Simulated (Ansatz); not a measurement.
Calculated with Ansatz (gas phase, PBE0-D4/def2-TZVP geometries, no zero-point term in ΔE). CBS: MP2 limit from def2 TZ/QZ plus the TZ coupled-cluster correction, frozen cores. Functionals use def2-TZVPP. One conformer a species, not always the lowest.

Consider the redistribution: `CS[SiH2]O[SiH3]` + `C[Si](C)(N)N` → `C[Si](N)(N)[SiH3]` + `CO[SiH2]SC`.

```tsv
level	ΔE (eV)
PBE-D4	1.85
MP2/def2-TZVPP	2.30
CCSD/def2-TZVPP	2.20
CCSD/CBS(def2)	2.24
```

**Question.** What does CCSD(T)/CBS give? (An estimate is asked.)

**Answer.** Computed: +2.20 eV. The listed levels differ from it by -0.35, 0.10, 0.00, 0.04 eV.

Largest T1 diagnostic among the species: 0.011.

From PBE to PBE0 (25 % exact exchange), in def2-TZVPP and without D4, ΔE moves by +0.13 eV.
